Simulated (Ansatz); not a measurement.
The geometry has D3d symmetry (within 0.05 Å) and had no frequency check at the DFT level, so a distortion to lower symmetry isn't ruled out.

B3LYP has the VWN-RPA correlation part, as in Gaussian. 

Cartesian coordinates (Å):
```xyz
12

As    -1.8066    -1.1054    -0.5595
As    -1.4759     1.3437    -0.9018
As    -0.4921     1.6344     1.3724
As     1.8066     1.1054     0.5595
As     1.4759    -1.3437     0.9018
As     0.4921    -1.6344    -1.3725
H     -2.3737    -1.2537    -1.9925
H     -2.8934     1.6366    -0.3524
H     -0.2649     3.1428     1.1077
H      2.3737     1.2537     1.9925
H      2.8934    -1.6366     0.3525
H      0.2650    -3.1428    -1.1078
```
Charge 0, multiplicity 1.

### Question
What is the computed LUMO, vertical ionisation energy (Delta-SCF), dipole moment, HOMO–LUMO gap and HOMO (B3LYP-D3(BJ)/def2-SVP // PBE-D3(BJ)/def2-SVP run with Ansatz, a first-principles code)?

### Answer

- LUMO = -1.17 eV
- vertical ionisation energy (Delta-SCF) = 7.81 eV
- dipole moment = 0.00 D
- HOMO–LUMO gap = 5.00 eV
- HOMO = -6.17 eV
